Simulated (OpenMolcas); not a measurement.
## As3+: effect of the basis set

```json
{
 "Program": "OpenMolcas",
 "Method": "CASSCF",
 "Active space": "2 electrons in 4 orbitals (4s 4p)",
 "State averaging": "2S+1 = 3 even, 3 roots; 2S+1 = 1 even, 7 roots; 2S+1 = 3 odd, 3 roots; 2S+1 = 1 odd, 3 roots",
 "Spin-orbit coupling": "RASSI with atomic mean-field integrals over the reference wave functions, term energies averaged over their components"
}
```

A. ANO-RCC-VDZP [5s4p2d], DKH2, point nucleus; cost about 9 core-seconds
B. ANO-R1 [5s4p3d1f], X2C, finite nucleus; cost roughly 6 core-seconds
C. ANO-RCC-VTZP [6s5p3d1f], DKH2, point nucleus; cost of the order of 11 core-seconds
D. ANO-RCC-VQZP [7s6p4d2f1g], DKH2, point nucleus; cost of the order of 9 core-seconds
E. ANO-R2 [6s5p4d3f1g], X2C, finite nucleus; cost of the order of 11 core-seconds
F. ANO-R3 [7s6p5d3f2g], X2C, finite nucleus; cost of the order of 18 core-seconds

Energies in cm⁻¹ above 4s² ¹S₀, the measured ground level; measured values from Moore, Atomic Energy Levels, vol. II, NSRDS-NBS 35 (1971 reprint of NBS Circular 467, 1952).

```
     Level       A       B       C       D       E       F  Measured
   4s² ¹S₀     0.0     0.0     0.0     0.0     0.0     0.0       0.0
4s 4p ³P°₀   74875   71323   72487   72483   72158   72514          
4s 4p ³P°₁   75707   72437   73520   73495   73175   73522     76962
4s 4p ³P°₂   77467   74813   75710   75637   75330   75658     79492
4s 4p ¹P°₁  120023  119287  120276  120245  119626  120124    112022
   4p² ³P₀  181891  173699  177437  177468  176246  177492          
   4p² ³P₁  182885  175064  178678  178676  177469  178707    181468
   4p² ³P₂  184452  177105  180579  180534  179339  180567    184394
   4p² ¹D₂  195660  188686  192394  192400  191118  192355          
   4p² ¹S₀  220063  214595  218611  218680  217174  218475    211683
```

Deviations, from unrounded energies. A percentage is the sum of absolute deviations over the sum of measured energies, with the sign that they share, or ± where signs differ.

```
           Against measurement  Levels     A     B     C     D     E     F
mean absolute deviation (cm-1)       6  3500  5500  4800  4900  5000  4800
      other configurations (%)       6  ±2.5  ±3.9  ±3.4  ±3.5  ±3.6  ±3.4
```

A lies closest to measurement on these levels and B furthest from it. The largest miss of A in the table is 4p² ¹S₀, by +8400 cm-1. The ranking rests on the paired levels alone, and a cruder setting can come out closer through cancelling errors.

Among A to F the level of the table that moves most is 4p² ³P₀, by 8200 cm-1 (lowest in B, highest in A).

The ¹D term of p² mixes with s d, which this space lacks. The basis is small and was not contracted for so high a charge (holds for A; B). Measured partners are found by configuration, term and J. A level has none where our copy of the source lacks it or the pairing is in doubt (some pairs that miss far off the trend of their configuration count as doubtful), and it then counts in no deviation. Levels of configurations outside the active space are missing.

° marks odd parity.
